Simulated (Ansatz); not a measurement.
`OB(F)[SiH2]Br` + H₂O → `OB(O)F` + `[SiH3]Br`  (formal hydrolysis of a B–Si bond)

Gas-phase electronic energies from Ansatz, PBE0-D4/def2-TZVP geometries. CBS: MP2 limit from def2 TZ/QZ plus the TZ coupled-cluster correction, frozen cores. This one scheme is used for every species. DFT in def2-TZVPP. For Br outer-core shells are correlated without core-valence functions, which leaves a few kJ/mol of doubt a bond. Scalar relativity is left out up to krypton. Each species was taken in one conformer, which may not be the lowest.

| level | ΔE (kJ/mol) |
| --- | --- |
| PBE-D4 | -123.1 |
| BLYP-D4 | -132.1 |
| r2SCAN0-D4 | -146.3 |
| CCSD(T)/def2-SVP | -166.7 |

(1) What does CCSD(T)/CBS give? (Best estimate.)

Largest T1 diagnostic among the species: 0.012.

Results:

(1) Computed: -137.2 kJ/mol. The listed levels differ from it by 14.1, 5.1, -9.1, -29.5 kJ/mol.

In def2-TZVPP, CCSD(T) changes the Hartree–Fock value by +31.6 kJ/mol (the triples alone add +4.8 kJ/mol) and MP2 by +29.2 kJ/mol. From BLYP to BHLYP (50 % exact exchange), in def2-TZVPP and without D4, ΔE moves by −17.9 kJ/mol.
